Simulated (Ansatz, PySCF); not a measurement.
Dissociation curve of GaMg (anion, charge -1), lowest triplet found (which spin is the ground state isn't settled by this scan). Each curve is given relative to its own lowest point between 2.30 and 3.30 Å, where full CI is lowest.

```tsv
R / Å	A	B	C	D
1.91	103.3	102.3	106.3	106.4
2.03	64.6	62.0	67.4	67.4
2.19	31.3	28.4	34.1	33.9
2.30	17.2	14.8	19.9	19.6
2.40	9.0	7.1	11.2	10.9
2.52	3.3	2.1	4.8	4.5
2.60	1.2	0.6	2.3	2.0
2.66	0.4	0.1	1.1	0.9
2.73	0.0	0.0	0.3	0.2
2.82	0.1	0.5	0.0	0.0
2.95	1.2	1.9	0.5	0.8
3.11	2.8	4.1	2.1	4.2
3.30	3.0	4.7	3.0	5.4
```

Energies in mEh.

### Question
Match the curves with the methods CCSD on UHF/aug-cc-pVDZ, cores with 3d frozen in Ansatz (an electronic-structure program); Ansatz with CCSD(T) on UHF/aug-cc-pVDZ, cores with 3d frozen; PySCF 2.14.0 with unrestricted Hartree-Fock/3-21G; unrestricted Hartree-Fock/LANL2DZ, with its core potentials past Ne in PySCF 2.14.0.

### Answer
A is UHF/LANL2DZ; B is UHF/3-21G; C is UCCSD; D is UCCSD(T).

The scan ran from 1.91 to 9.00 Å; beyond the distances shown full CI changes its symmetry label. The unrestricted determinant behind UHF/3-21G, UCCSD(T), UCCSD is spin-contaminated at 1.91 to 3.11 Å (<S²> up to 2.7, against 2.00 for a pure triplet). Where the anion isn't bound against loss of the electron, the finite basis alone holds it. The unrestricted determinant behind UHF/LANL2DZ is spin-contaminated at 1.91 to 3.30 Å (<S²> up to 2.7, against 2.00 for a pure triplet).
